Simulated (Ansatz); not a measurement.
A nudged elastic band was laid between two geometries of CH5BFGeNO (11 atoms, charge 0, multiplicity 1).

Theory: RKS PBE/def2-SVP (Ansatz).

| Quantity | Value |
| --- | --- |
| movable images | 5 |
| climbing image | yes |
| spring | 5.0 eV/Å² |
| optimiser | quadratic models (default) |
| start path | through a guess of the saddle point |
| force threshold | 0.05 eV/Å |
| iteration limit | 60 |
| end points | relaxed |

Initial state:

```xyz
11
Properties=species:S:1:pos:R:3
N -2.572 0.073 0.424
B -1.292 0.358 -0.060
O -0.463 1.377 -0.240
Ge 0.434 -0.324 -0.881
C 2.083 -0.357 0.242
F 1.785 -0.808 1.519
H -2.951 -0.871 0.458
H -3.174 0.797 0.820
H 0.871 0.035 -2.339
H 2.854 -1.014 -0.222
H 2.491 0.677 0.299
```

Final state:

```xyz
11
Properties=species:S:1:pos:R:3
N -1.926 -0.101 0.205
B -0.792 0.195 -0.586
O -0.553 1.436 -1.143
Ge 0.736 -1.187 -1.165
C 1.937 -0.626 0.367
F 1.436 0.260 1.322
H -2.087 -1.012 0.632
H -2.616 0.598 0.495
H -1.212 2.114 -0.896
H 2.287 -1.554 0.885
H 2.855 -0.181 -0.096
```

Problem. Which bonds break or form, and what moves?

Solution. Bonds broken: O3–Ge4, Ge4–H9. Bonds formed: O3–H9.

Problem. Give the energies along the band, and the barrier.

Solution. The run converged. The highest image is number 3 of 0 to 6, 1.56 eV above the first end and 1.05 eV above the last; the last end lies 0.51 eV above the first. A vibrational analysis at the climbing image gives one clearly imaginary mode, 1328i cm⁻¹: a first-order saddle point. The orbitals stay closed-shell, which can raise the energy where a bond breaks towards radicals; this wasn't checked here.

```
image  path coordinate (Å)  energy (eV)  O3–Ge4 (Å)  Ge4–H9 (Å)  O3–H9 (Å)
    0                 0.00         0.00        2.03        1.56       2.83
    1                 0.74         0.05        2.04        1.56       2.74
    2                 1.47         0.59        2.16        1.55       2.16
    3                 2.21         1.56        2.29        1.70       1.39
    4                 3.71         0.57        2.91        2.74       0.97
    5                 5.22         0.51        3.15        3.12       0.97
    6                 6.73         0.51        2.92        3.84       0.98
```

Problem. What is the geometry of the highest image?

Solution. 
```xyz
11
Properties=species:S:1:pos:R:3:forces:R:3
N -2.215 0.025 0.524 0.01 -0.01 0.00
B -1.143 0.215 -0.350 -0.01 0.01 0.00
O -0.630 1.314 -0.934 0.00 -0.01 0.00
Ge 0.550 -0.627 -1.225 0.00 0.00 0.00
C 1.925 -0.472 0.254 0.00 0.00 0.00
F 1.413 -0.873 1.485 0.00 0.00 0.00
H -2.404 -0.871 0.967 0.00 0.00 0.00
H -2.798 0.795 0.856 0.00 0.00 0.00
H 0.293 0.910 -1.894 0.00 0.00 0.00
H 2.837 -1.070 0.022 0.00 0.00 0.00
H 2.235 0.599 0.314 0.00 0.00 0.00
```

Problem. What are the harmonic wavenumbers there?

Solution. 1328i, 56, 88, 131, 229, 264, 368, 386, 421, 510, 537, 564, 611, 729, 884, 1023, 1092, 1191, 1206, 1381, 1469, 1572, 1748, 2929, 2992, 3514, 3631 cm⁻¹.

Run time: 2.8 min on 2 threads of AMD EPYC 9R45 96-Core Processor (Zen 5), on a shared host, peak memory 0.2 GiB.
